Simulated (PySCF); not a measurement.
**Rb2: one state, many levels of theory**

State: ¹Σg⁺ (singlet), closed shell. Set-up: Rb def2-TZVPP with ECP28; scalar-relativistic core potentials (PySCF 2.14). De refers to Rb + Rb in their ground configurations, without counterpoise correction.

```tsv
Level	Re (Å)	ωe (cm⁻¹)	De (eV)	CPU s a point (SCF and correlation, without the integrals)
RHF-MP2	4.231	58.2	0.307	0.35
RHF-SCS-MP2	4.285	56.9	0.364	n/a
RHF-CCSD	4.314	55.4	0.380	n/a
RHF-CCSD(T)	4.323	53.7	0.435	8
PBE	4.284	55.3	0.53	0.57
TPSS	4.390	53.4	0.59	0.73
r²SCAN	4.372	54.6	0.322	0.75
B3LYP	4.258	55.8	0.446	0.86
PBE0	4.299	57.0	0.453	1.4
HSE06	4.300	56.1	0.461	0.95
MN15	4.011	65.9	0.70	1
```

Problem. Which functional lies closest to RHF-CCSD(T) in De, which farthest, and by how much do they differ from it?

Solution. Closest is B3LYP (-6.5 pm in Re, +3.9 % in ωe, +0.01 eV in De against RHF-CCSD(T) in the same basis), farthest MN15 (-31.2 pm in Re, +22.7 % in ωe, +0.26 eV in De). CCSD(T) converges more slowly with the basis than the functionals do and binds too weakly in this one, so the order can change at the basis-set limit.

Problem. What does a quarter of exact exchange do here, going from PBE to PBE0?

Solution. PBE0 less PBE: +1.5 pm in Re, +3.1 % in ωe, -0.08 eV in De. Exact exchange removes part of the self-interaction that spreads semilocal densities, and in most molecules shortens and stiffens the bond and lowers De; here Re goes the other way.

Problem. What does the step from GGA to meta-GGA do here, going from PBE to r²SCAN?

Solution. r²SCAN less PBE: +8.8 pm in Re, -1.3 % in ωe, -0.21 eV in De. 

Correlated steps freeze no core orbitals. Closed-shell solutions of metal pairs were not tested for spin polarisation, which can lower them a little. Where the molecule has an RHF reference, its open-shell atoms are computed with UHF.

The whole job (state search and all levels along the bond) took about 3.3 min on 1 thread of Intel Xeon Platinum 8488C (shared host), peak memory 1.6 GiB.
